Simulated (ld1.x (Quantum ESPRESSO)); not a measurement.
# Configuration tests for P (Z = 15) (RRKJ)

P (Z = 15), norm-conserving RRKJ (Kleinman–Bylander form), made with ld1.x (Quantum ESPRESSO) 7.5 (PBE, non-relativistic). Core [Ne], reference 3s2 3p1.5 (charge +1.5). Waves: 3p (bound): rc 1.35 bohr; 3s (bound): rc 1.60 bohr. Local part: the s channel. Core correction: none. rho0 = 0.005.

Energies are relative to the spin-unpolarised reference configuration 3s2 3p1.5; without spin polarisation the order of configurations can differ from experiment.

```
valence configuration  charge  ΔE all-electron (eV)  error AE − PS (meV)
              3s2 3p3       0               -18.063                 +5.6
              3s2 3p2      +1                -8.322                 +1.0
              3s2 3p1      +2                10.838                 +1.6
            3s2 3p2.5    +0.5               -14.283                 +3.2
              3s1 3p0      +4                92.469                 +160
              3s1 3p4       0                -9.616                 +3.0
            3s2 3p3.3    -0.3               -19.373                 +6.8
```
